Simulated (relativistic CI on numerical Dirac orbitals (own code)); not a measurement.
## Line list: Electric-dipole lines, Mo³⁰⁺

These numbers are calculated, not measured: Dirac-Coulomb-Breit CI, separate exchange-only KLI orbitals for each configuration, QED by a radiative potential, unscaled Slater integrals (own radial code, finite nucleus).

Configuration list (outside the closed core [Ne]): 3s², 3s3p, 3p², 3s3d, 3d², 3p3d, 3p4s, 3d4s, 3s4s, 3s4p, 3s4d, 3s4f, 3s5s, 3s5p, 3s5d, 4s², 3s5f, 3s5g, 3s6s, 3s6p, 3s6d. Levels of other configurations are missing.

```
λ vac (Å)           Lower           Upper   A (s⁻¹)  E lower (10³ cm⁻¹)  E upper (10³ cm⁻¹)
   12.360   3s3d ³D3 [12]  3s5f ³F°4 [70]  5.46e+12              1588.9              9679.4
   15.243   3s3p ³P°1 [3]   3s4d ³D2 [45]  5.32e+12               524.3              7084.7
   15.616   3s3p ³P°2 [4]   3s4d ³D3 [46]  7.13e+12               696.5              7100.0
   16.022   3s3p ¹P°1 [5]   3s4d ¹D2 [47]  6.42e+12               867.4              7108.8
   17.254     3p² ³P2 [9]  3s4f ¹F°3 [53]  2.45e+12              1520.1              7315.9
   17.467   3s3d ³D1 [10]  3s4f ³F°2 [49]  1.26e+13              1546.3              7271.3
   17.512   3s3d ³D2 [11]  3s4f ³F°3 [51]  1.25e+13              1563.7              7274.0
   17.576   3s3d ³D3 [12]  3s4f ³F°4 [52]  1.50e+13              1588.9              7278.5
   17.976   3s3d ¹D2 [14]  3s4f ¹F°3 [53]  1.02e+13              1753.0              7315.9
   38.577   3s4d ³D2 [45]  3s5f ³F°3 [69]  1.96e+12              7084.7              9677.0
   38.728   3s4d ¹D2 [47]  3s5f ¹F°3 [71]  2.16e+12              7108.8              9691.0
   38.770   3s4d ³D3 [46]  3s5f ³F°4 [70]  2.39e+12              7100.0              9679.4
   41.097  3s4f ³F°2 [49]   3s5g ³G3 [72]  3.73e+12              7271.3              9704.6
   41.131  3s4f ³F°3 [51]   3s5g ³G4 [73]  3.75e+12              7274.0              9705.3
   41.183  3s4f ³F°4 [52]   3s5g ³G5 [74]  4.05e+12              7278.5              9706.7
   41.753  3s4f ¹F°3 [53]   3s5g ¹G4 [75]  3.91e+12              7315.9              9711.0
   112.06   3s3p ³P°2 [4]   3s3d ³D3 [12]  5.09e+10               696.5              1588.9
   112.91   3s3p ¹P°1 [5]   3s3d ¹D2 [14]  1.20e+11               867.4              1753.0
   115.29     3s² ¹S0 [1]   3s3p ¹P°1 [5]  8.98e+10                 0.0               867.4
   133.62   3s3d ¹D2 [14]  3p3d ¹F°3 [25]  7.58e+10              1753.0              2501.4
```

Terms are leading LS components. Brackets give the number of a level in order of energy, since labels repeat. The list gives strong lines, with weight on those to low levels, without lines whose two gauges differ by over a factor of 2.5. Levels whose partners in the same complex of configurations lie outside the list can be far off, and so can their lines. Rates are taken at the computed energies, electric ones in the length gauge.

At this charge energies of transitions that change n are usually good to better than 1 %, and those within a shell (Δn = 0) to a few per cent.

From the table, what is the radiative lifetime of 3s5f ³F°4?

The listed rates from this level add up to about 7.85e+12 s⁻¹, 100 % of its decay; with all channels τ = 1.27e-13 s.

LS names give the leading component of a level, which can be under half, so a name can repeat, a term be missing and a line seem to break the LS rules.
